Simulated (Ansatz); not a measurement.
`C=C[SiH](C)O[SiH3]` + H₂ → `C[SiH2]O[SiH3]` + `C=C` at 600 K and 1 bar (hydrogenolysis of the Si–C bond).

Gas-phase electronic energies from Ansatz, PBE0-D4/def2-TZVP geometries. CCSD(T)/CBS adds triple-zeta CCSD(T) − MP2 to the extrapolated MP2 energy (def2 sets, frozen cores). This one scheme is used for every species. Each species was taken in one conformer, which may not be the lowest.

```
             species  CCSD(T)/CBS energy (Eh)  H − E (kJ/mol)  S (J/(mol·K))
`C=C[SiH](C)O[SiH3]`               -773.59167           399.1          555.4
                  H₂                 -1.17544            43.9          150.8
    `C[SiH2]O[SiH3]`               -696.28988           286.8          472.5
               `C=C`                -78.48111           161.6          257.2
```

H − E and S are ideal-gas, rigid-rotor, harmonic terms from PBE0-D4/def2-TZVP, for one conformer and one mirror image of each species. The MP2-based limit puts H₂ 0.8 mEh under its directly extrapolated value; such offsets cancel only in part. 1 Eh = 2625.50 kJ/mol, R = 8.31446 J/(mol·K).

**Question.** By hand: ΔE, ΔH, ΔS and ΔG.

**Answer.** ΔE = (-696.28988) + (-78.48111) − (-773.59167) − (-1.17544) = -0.00388 Eh = -10.2 kJ/mol. Δ(H − E) = 286.8 + 161.6 − 399.1 − 43.9 = 5.4, so ΔH = -4.8 kJ/mol. ΔS = 472.5 + 257.2 − 555.4 − 150.8 = 23.5 J/(mol·K). ΔG = -4.8 − 600 × (23.5)/1000 = -18.9 kJ/mol.

**Question.** By hand: the equilibrium constant, and the temperature at which ΔG would vanish if ΔH and ΔS stayed fixed.

**Answer.** log₁₀ K = −ΔG/(RT ln 10) = 1.6. ΔH and −TΔS have one sign here, so there is no such temperature.

TΔS isn't small against ΔH here. A doubt of 5 kJ/mol in ΔE shifts log₁₀ K by 0.4 here. Other conformers and mirror images would add mixing entropy, several J/(mol·K) or more a flexible species. Modes under 60 cm⁻¹, often nearly free rotors, make the harmonic entropy too high. These are equilibria of isolated gas molecules and say nothing of rates. Largest T1 diagnostic: 0.011 (customary marks: 0.02 for closed shells, 0.045 for open ones).
